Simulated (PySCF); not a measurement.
# Assigning NMR signals

Bonds: Si1-C2, Si1-C7, Si1-C12, Si1-C17, C2-C3, C7-C8, C12-C13, C17-C18, C18-C19, C19-C20. C2 carries H4; C3 carries H5, H6; C7 carries H9; C8 carries H10, H11; C12 carries H14; C13 carries H15, H16; C17 carries H21, H22; C18 carries H23, H24; C19 carries H25, H26; C20 carries H27, H28, H29.

[PySCF 2.14.0 with density-fitted response routines: coordinates at the PBE0-D3(BJ)/def2-SVP level; B3LYP/pcSseg-1 with gauge-including orbitals; rapidly exchanging positions averaged; non-relativistic Hamiltonian; no solvent; a single conformation]

Chemical shifts δ = σref − σ; ¹³C (179.24 ppm), ¹H (31.38 ppm) vs TMS, all at this level.

Q: Assign these signals to the numbered atoms. ¹³C{¹H} NMR (computed): δ 146.0 (CH2), 143.8 (CH), 29.6 (CH2), 28.6 (CH2), 14.8 (CH2), 14.2 (CH3).

A: 
| δ (ppm) | atoms | environment | reason |
| --- | --- | --- | --- |
| 146.0 | C3/C8/C13 | carbon bonded to C, 2 H | – |
| 143.8 | C2/C7/C12 | carbon bonded to C, Si, H | – |
| 29.6 | C19 | carbon bonded to 2 C, 2 H | – |
| 28.6 | C18 | carbon bonded to 2 C, 2 H | – |
| 14.8 | C17 | carbon bonded to C, Si, 2 H | – |
| 14.2 | C20 | carbon bonded to C, 3 H | – |

C19 and C18; C17 and C20 lie closer than the usual error of such a calculation, so a measured spectrum could show them in the other order.

Q: Assign these signals to the numbered atoms. ¹H NMR (500 MHz, computed): δ 6.24 (m, 3H), 6.18 (m, 6H), 1.37 (m, 2H), 1.36 (m, 2H), 0.99 (t, 3H), 0.57 (t, 2H).

A: 
```tsv
δ (ppm)	atoms	environment	reason
6.24	H4/H9/H14	hydrogen on a carbon bonded to C, Si	–
6.18	H5/H6/H10/H11/H15/H16	hydrogen on a carbon bonded to C	–
1.37	H25/H26	hydrogen on a carbon bonded to 2 C	–
1.36	H23/H24	hydrogen on a carbon bonded to 2 C	–
0.99	H27/H28/H29	hydrogen on a carbon bonded to C	–
0.57	H21/H22	hydrogen on a carbon bonded to C, Si	–
```

H4/H9/H14 and H5/H6/H10/H11/H15/H16; H25/H26 and H23/H24 lie closer than the usual error of such a calculation, so a measured spectrum could show them in the other order.

Shifts are as computed. Against solution values, carbons near 30 ppm lie about +2 ppm off and those near 130 ppm about +6 ppm. Of 1309 compounds with measured shifts, 239 miss one by over three times the rms of a fit or turn the order of signals round; such compounds aren't used in these exercises. Multiplicities follow the n + 1 count of equivalent neighbours, as no J values were calculated; m marks all less simple cases, F and P coupling included.
